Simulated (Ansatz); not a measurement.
Abridged output of a molecular run in Ansatz:

```
Functional definition: HF
  name "HF"
  cite "Fock, Z. Phys. 61, 126 (1930) doi:10.1007/BF01340294"
  parent pbe
  exchange = exact_x
  correlation = 0
2756 factors; integrals over basis functions are off by at most 1.5e-3 eV
mean field evaluation 1: about -21452.7817 eV, gradient 4.6e1 eV
mean field evaluation 2: about -21452.7955 eV, gradient 4.6e1 eV
mean field evaluation 4: about -21459.3213 eV, gradient 5.4e0 eV
mean field evaluation 8: about -21459.4157 eV, gradient 1.5e-4 eV
mean field -21459.41569555 eV, -788.6189810972 hartree, gradient 2.7e-6 eV, S^2 0.000000; 0 other end points of the search recorded, 0 dependent functions left out
15 core orbitals not correlated: weight in the atoms' cores, before any rotation towards them, 1.000 or more for the frozen orbitals, at most 0.000 for the correlated occupied ones
reference -21459.41569555 eV, -788.6189810972 hartree; 34, 34 occupied and 219, 219 virtual orbitals, 2756 factors
second order -43.04073680 eV of doubles, -0.00000000 eV of singles
cycle   1  -45.63796434 eV  change    -2.6e0 eV  update   1.3e-1
cycle   2  -46.81025596 eV  change    -1.2e0 eV  update   3.7e-2
cycle   3  -46.96606462 eV  change   -1.6e-1 eV  update   1.2e-2
cycle   4  -46.97006880 eV  change   -4.0e-3 eV  update   3.2e-3
cycle   5  -46.97220252 eV  change   -2.1e-3 eV  update   9.4e-4
cycle   6  -46.97240686 eV  change   -2.0e-4 eV  update   2.5e-4
cycle   7  -46.97238760 eV  change    1.9e-5 eV  update   8.2e-5
perturbative correction -1.46772007 eV, -0.0539377176 hartree
Total energy: -21507.85580322 eV, -790.3991222200 hartree
```

Its atoms:

```xyz
33

C     0.401   -3.240    1.747
C     0.712   -2.361    0.546
C    -0.498   -2.036   -0.319
C    -1.573   -1.233    0.396
C    -2.668   -0.728   -0.529
S    -2.149    0.493   -1.759
C    -1.894    1.971   -0.732
C    -0.505    2.572   -0.882
C     0.603    1.720   -0.291
C     1.992    2.298   -0.502
C     3.084    1.429    0.097
H     1.309   -3.489    2.301
H    -0.066   -4.179    1.435
H    -0.282   -2.748    2.445
H     1.466   -2.855   -0.075
H     1.168   -1.423    0.887
H    -0.173   -1.474   -1.200
H    -0.938   -2.968   -0.696
H    -1.112   -0.384    0.914
H    -2.045   -1.842    1.175
H    -3.076   -1.553   -1.121
H    -3.501   -0.306    0.040
H    -2.078    1.688    0.308
H    -2.655    2.702   -1.009
H    -0.505    3.559   -0.402
H    -0.304    2.752   -1.944
H     0.556    0.720   -0.734
H     0.425    1.590    0.784
H     2.040    3.304   -0.067
H     2.169    2.424   -1.576
H     2.947    1.311    1.176
H     3.076    0.429   -0.345
H     4.076    1.857   -0.066
```

Task: Which basis set was used?
A. def2-SVPD
B. def2-QZVPP
C. def2-SVP
D. def2-TZVPPD

Result: C. It gives 268 functions.

Task: Write the keys of the input that set method, charge and spin (a neutral closed shell needs none for the last two).

Result: 
```yaml
correlation: {method: ccsd_t}
```
